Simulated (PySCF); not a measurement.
F4Ti, charge +1, doublet, geometry from GFN2-xTB (such geometries of metal compounds can be far from the true shape) (the multiplicity is a formal guess); PySCF with DF-CAMB3LYP/STO-3G.

PySCF was given this input:
```python
from pyscf import gto, scf, dft

mol = gto.M(
    atom='''
Ti    0.00000000    0.00000000    0.00000000
F     1.11216813    0.79984052   -1.03505710
F     0.85175917   -1.07124651    1.03679470
F    -1.12295623   -0.89058404   -0.94542868
F    -0.84097107    1.16199002    0.94369108
''',
    basis='sto-3g',
    charge=1,
    spin=1,
    verbose=4,
)

mf = dft.UKS(mol)
mf.xc = 'camb3lyp'
mf = mf.density_fit(auxbasis='def2-universal-jkfit')
mf.kernel()
```

What does PySCF print? Leave out banner, timings and long lists.


```
PySCF version 2.14.0

[INPUT] verbose = 4
[INPUT] num. atoms = 5
[INPUT] num. electrons = 57
[INPUT] charge = 1
[INPUT] spin (= nelec alpha-beta = 2S) = 1
[INPUT] symmetry False subgroup None
[INPUT] Mole.unit = angstrom
[INPUT] Symbol           X                Y                Z      unit          X                Y                Z       unit  Magmom
[INPUT]  1 Ti     0.000000000000   0.000000000000   0.000000000000 AA    0.000000000000   0.000000000000   0.000000000000 Bohr   0.0
[INPUT]  2 F      1.112168130000   0.799840520000  -1.035057100000 AA    2.101693170170   1.511479526130  -1.955974442287 Bohr   0.0
[INPUT]  3 F      0.851759170000  -1.071246510000   1.036794700000 AA    1.609591555387  -2.024362515796   1.959258030401 Bohr   0.0
[INPUT]  4 F     -1.122956230000  -0.890584040000  -0.945428680000 AA   -2.122079724574  -1.682959926509  -1.786601275509 Bohr   0.0
[INPUT]  5 F     -0.840971070000   1.161990020000   0.943691080000 AA   -1.589205000982   2.195842897278   1.783317687395 Bohr   0.0

nuclear repulsion = 335.822065314622
number of shells = 20
number of NR pGTOs = 114
number of NR cGTOs = 38
basis = sto-3g
ecp = {}

******** <class 'pyscf.df.df_jk.DFUKS'> ********
method = DFUKS
initial guess = minao
damping factor = 0
level_shift factor = 0
DIIS = <class 'pyscf.scf.diis.CDIIS'>
diis_start_cycle = 1
diis_space = 8
diis_damp = 0
SCF conv_tol = 1e-09
SCF conv_tol_grad = None
SCF max_cycles = 50
direct_scf = False
number electrons alpha = 29  beta = 28
XC library pyscf.dft.libxc version 7.1.2
    S. Lehtola, C. Steigemann, M. J. T. Oliveira, and M. A. L. Marques,  SoftwareX 7, 1–5 (2018)
XC functionals = camb3lyp
    T. Yanai, D. P. Tew, and N. C. Handy,  Chem. Phys. Lett. 393, 51 (2004)
radial grids:
    Treutler-Ahlrichs [JCP 102, 346 (1995); DOI:10.1063/1.469408] (M4) radial grids

becke partition: Becke, JCP 88, 2547 (1988); DOI:10.1063/1.454033
pruning grids: <function nwchem_prune>
grids dens level: 3
symmetrized grids: False
atomic radii adjust function: <function treutler_atomic_radii_adjust>
small_rho_cutoff = 0
Set gradient conv threshold to 3.16228e-05
tot grids = 77952
******** <class 'pyscf.df.df.DF'> ********
auxbasis = def2-universal-jkfit
Create RSH-DF object <pyscf.df.df.DF object> for omega=0.33
******** <class 'pyscf.df.df.DF'> ********
auxbasis = auxmol.basis = def2-universal-jkfit
init E= -1233.36243778396

cycle= 1 E= -1234.0675199467  delta_E= -0.705  |g|= 0.495  |ddm|= 2.42
cycle= 2 E= -1233.74529866444  delta_E= 0.322  |g|= 1.03  |ddm|= 1.52
cycle= 3 E= -1234.25024835801  delta_E= -0.505  |g|= 0.126  |ddm|= 0.896
cycle= 4 E= -1234.25871304059  delta_E= -0.00846  |g|= 0.0515  |ddm|= 0.191
cycle= 5 E= -1234.26046401053  delta_E= -0.00175  |g|= 0.00977  |ddm|= 0.0687
cycle= 6 E= -1234.26052341938  delta_E= -5.94e-05  |g|= 0.00754  |ddm|= 0.0215
cycle= 7 E= -1234.26058044832  delta_E= -5.7e-05  |g|= 0.00153  |ddm|= 0.0144
cycle= 8 E= -1234.26059547643  delta_E= -1.5e-05  |g|= 0.00142  |ddm|= 0.011
cycle= 9 E= -1234.26059983988  delta_E= -4.36e-06  |g|= 0.00123  |ddm|= 0.00324
cycle= 10 E= -1234.26061322736  delta_E= -1.34e-05  |g|= 0.00124  |ddm|= 0.0104
cycle= 11 E= -1234.26062124983  delta_E= -8.02e-06  |g|= 0.00126  |ddm|= 0.00619
cycle= 12 E= -1234.26057592758  delta_E= 4.53e-05  |g|= 0.0013  |ddm|= 0.0355
cycle= 13 E= -1234.26052161372  delta_E= 5.43e-05  |g|= 0.00159  |ddm|= 0.0453
cycle= 14 E= -1234.26057765037  delta_E= -5.6e-05  |g|= 0.00193  |ddm|= 0.0481
cycle= 15 E= -1234.25979421023  delta_E= 0.000783  |g|= 0.0263  |ddm|= 0.404
cycle= 16 E= -1234.26019949563  delta_E= -0.000405  |g|= 0.0135  |ddm|= 0.117
cycle= 17 E= -1234.26021228606  delta_E= -1.28e-05  |g|= 0.0129  |ddm|= 0.00235
cycle= 18 E= -1234.26022618837  delta_E= -1.39e-05  |g|= 0.0118  |ddm|= 0.0197
cycle= 19 E= -1234.26017825852  delta_E= 4.79e-05  |g|= 0.0137  |ddm|= 0.0464
cycle= 20 E= -1234.26031090934  delta_E= -0.000133  |g|= 0.00448  |ddm|= 0.0302
cycle= 21 E= -1234.2602923321  delta_E= 1.86e-05  |g|= 0.00631  |ddm|= 0.0192
cycle= 22 E= -1234.26032505298  delta_E= -3.27e-05  |g|= 0.000452  |ddm|= 0.0131
cycle= 23 E= -1234.2603270603  delta_E= -2.01e-06  |g|= 0.000427  |ddm|= 0.00797
cycle= 24 E= -1234.26032728111  delta_E= -2.21e-07  |g|= 0.00037  |ddm|= 0.00235
cycle= 25 E= -1234.26032772751  delta_E= -4.46e-07  |g|= 0.000308  |ddm|= 0.00586
cycle= 26 E= -1234.26032848956  delta_E= -7.62e-07  |g|= 0.000293  |ddm|= 0.0142
cycle= 27 E= -1234.26033297655  delta_E= -4.49e-06  |g|= 0.000333  |ddm|= 0.0336
cycle= 28 E= -1234.26033176424  delta_E= 1.21e-06  |g|= 0.00038  |ddm|= 0.00595
cycle= 29 E= -1234.26033390707  delta_E= -2.14e-06  |g|= 0.000296  |ddm|= 0.0109
cycle= 30 E= -1234.26033427216  delta_E= -3.65e-07  |g|= 0.000296  |ddm|= 0.00358
cycle= 31 E= -1234.26033483615  delta_E= -5.64e-07  |g|= 0.000286  |ddm|= 0.00349
cycle= 32 E= -1234.26033547077  delta_E= -6.35e-07  |g|= 0.000281  |ddm|= 0.00383
cycle= 33 E= -1234.26033532564  delta_E= 1.45e-07  |g|= 0.000312  |ddm|= 0.00332
cycle= 34 E= -1234.26033579046  delta_E= -4.65e-07  |g|= 0.000266  |ddm|= 0.00652
cycle= 35 E= -1234.26033857194  delta_E= -2.78e-06  |g|= 0.000306  |ddm|= 0.0117
cycle= 36 E= -1234.26033689461  delta_E= 1.68e-06  |g|= 0.000235  |ddm|= 0.00692
cycle= 37 E= -1234.26033425026  delta_E= 2.64e-06  |g|= 0.000315  |ddm|= 0.016
cycle= 38 E= -1234.26033458484  delta_E= -3.35e-07  |g|= 0.000314  |ddm|= 0.00573
cycle= 39 E= -1234.26033380183  delta_E= 7.83e-07  |g|= 0.000322  |ddm|= 0.0079
cycle= 40 E= -1234.2603348601  delta_E= -1.06e-06  |g|= 0.000302  |ddm|= 0.00524
cycle= 41 E= -1234.26033544355  delta_E= -5.83e-07  |g|= 0.000301  |ddm|= 0.00643
cycle= 42 E= -1234.26033387754  delta_E= 1.57e-06  |g|= 0.000318  |ddm|= 0.00653
cycle= 43 E= -1234.2603361555  delta_E= -2.28e-06  |g|= 0.000313  |ddm|= 0.00985
cycle= 44 E= -1234.26033686523  delta_E= -7.1e-07  |g|= 0.000295  |ddm|= 0.00341
cycle= 45 E= -1234.26034113388  delta_E= -4.27e-06  |g|= 0.000277  |ddm|= 0.0196
cycle= 46 E= -1234.26034084207  delta_E= 2.92e-07  |g|= 0.000299  |ddm|= 0.00851
cycle= 47 E= -1234.26033832963  delta_E= 2.51e-06  |g|= 0.00024  |ddm|= 0.0131
cycle= 48 E= -1234.26033908246  delta_E= -7.53e-07  |g|= 0.000258  |ddm|= 0.00439
cycle= 49 E= -1234.26033548203  delta_E= 3.6e-06  |g|= 0.000251  |ddm|= 0.0157
cycle= 50 E= -1234.26033549631  delta_E= -1.43e-08  |g|= 0.000261  |ddm|= 0.000339
SCF not converged.
SCF energy = -1234.26033549631 after 50 cycles  <S^2> = 0.77285843  2S+1 = 2.0227293
```

The run did not converge; its last values are not results.
